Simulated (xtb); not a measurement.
xtb input:

```bash
xtb mol.xyz --gfn 2 --ohess tight --chrg 0 --uhf 0
```
mol.xyz:
```
3

Ge     0.02753628     0.00865473     1.08288828
I      1.01058298    -1.69403659    -0.55250917
I     -1.02090394     1.74636870    -0.53580747
```

Task: What final total energy does it print?

Result: -9.69589 Eh (GFN2-xTB).
